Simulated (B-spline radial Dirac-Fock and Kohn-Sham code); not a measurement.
## Binding energies of Zn⁹⁺ at several levels of theory

System: the Zn⁹⁺ ion in the configuration [Ar] 3d3.

The density-functional columns are spherical, spin-unpolarised Dirac-Kohn-Sham results without Breit or QED terms: −ε is minus the orbital energy of the initial state and ΔSCF the difference of two total energies. The reference in the last column comes from Dirac-Fock energy differences between relaxed states, corrected for Breit and QED terms. All numbers are from a B-spline atomic structure program, in eV; a selection of levels is shown. For the 1s level of heavy atoms much of the gap between ΔSCF and the reference is the Breit and QED part, -18.3 eV here; for other levels the error of the functional can be larger.

```tsv
level	LDA −ε	LDA ΔSCF	Dirac-Fock
1s	9740.4	9935.0	9918.9
2s	1396.8	1437.2	1463.0
2p1/2	1259.9	1307.0	1308.3
2p3/2	1236.1	1282.4	1284.9
3s	341.8	358.7	368.9
3p1/2	297.4	314.2	315.1
3p3/2	293.6	310.2	311.3
3d	219.4	236.6	235.0
```

Values without a named source are computed, but for edge energies of neutral atoms, which are taken from tables.
